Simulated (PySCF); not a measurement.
Zr³⁺ (zirconium, charge +3) across methods

[Kr] 4d1, 2D determinant. Computed with PySCF 2.14 in ANO-RCC-VTZP (7s6p4d2f1g, 68 functions), with the spin-free X2C one-electron Hamiltonian (Gaussian nucleus).

```json
{"method": "LDA", "E (hartree)": "-3592.08", "mean ε 4p α (eV)": "-59.620", "mean ε 4p β (eV)": "-58.987", "mean ε 4d α (eV)": "-28.803", "Σ⟨r²⟩ (bohr²)": "24.26", "⟨S²⟩": "0.750"}
{"method": "PBE", "E (hartree)": "-3596.17", "mean ε 4p α (eV)": "-59.493", "mean ε 4p β (eV)": "-58.808", "mean ε 4d α (eV)": "-28.948", "Σ⟨r²⟩ (bohr²)": "24.25", "⟨S²⟩": "0.751"}
{"method": "PW91", "E (hartree)": "-3596.82", "mean ε 4p α (eV)": "-59.568", "mean ε 4p β (eV)": "-58.889", "mean ε 4d α (eV)": "-29.003", "Σ⟨r²⟩ (bohr²)": "24.24", "⟨S²⟩": "0.751"}
{"method": "revPBE", "E (hartree)": "-3596.38", "mean ε 4p α (eV)": "-59.464", "mean ε 4p β (eV)": "-58.780", "mean ε 4d α (eV)": "-28.959", "Σ⟨r²⟩ (bohr²)": "24.23", "⟨S²⟩": "0.751"}
{"method": "UHF", "E (hartree)": "-3594.62335", "mean ε 4p α (eV)": "-68.082", "mean ε 4p β (eV)": "-66.418", "mean ε 4d α (eV)": "-33.980", "Σ⟨r²⟩ (bohr²)": "24.31", "⟨S²⟩": "0.753"}
{"method": "PBE0", "E (hartree)": "-3596.25", "mean ε 4p α (eV)": "-61.961", "mean ε 4p β (eV)": "-61.056", "mean ε 4d α (eV)": "-30.418", "Σ⟨r²⟩ (bohr²)": "24.21", "⟨S²⟩": "0.751"}
{"method": "r2SCAN", "E (hartree)": "-3596.56", "mean ε 4p α (eV)": "-60.312", "mean ε 4p β (eV)": "-59.535", "mean ε 4d α (eV)": "-29.179", "Σ⟨r²⟩ (bohr²)": "24.20", "⟨S²⟩": "0.751"}
{"method": "TPSSh", "E (hartree)": "-3596.43", "mean ε 4p α (eV)": "-60.721", "mean ε 4p β (eV)": "-59.913", "mean ε 4d α (eV)": "-29.613", "Σ⟨r²⟩ (bohr²)": "24.20", "⟨S²⟩": "0.751"}
```
